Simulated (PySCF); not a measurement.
## Vanadium: a sound run and one with changed settings

Sound run: V⁺ [Ar] 3d4, V²⁺ [Ar] 3d3. All numbers are calculated (PySCF 2.14, scalar relativity by spin-free X2C-1e, in cc-pVTZ-DK). In the sound run the correlated levels freeze [Ar]. The sound run starts from symmetry-adapted Hartree-Fock orbitals and uses a fine grid where one is needed.

Changed run: all electrons correlated in a basis built for the valence shell.

```csv
species,method,sound run (hartree),changed run (hartree),converged
V⁺,MP2,-947.96113,-948.29075,yes
V²⁺,MP2,-947.44950,-947.74984,yes
```

Ionisation energy of V⁺:

| method | sound run (eV) | changed run (eV) |
| --- | --- | --- |
| UHF | 13.172 | 13.172 |
| MP2 | 13.922 | 14.719 |
| SCS-MP2 | 13.422 | 14.156 |

A valence basis has no tight correlating functions, so it recovers only part of the core correlation, and not evenly between atom and ion.

For comparison, NIST gives 14.634 ± 0.007 eV between the lowest levels.
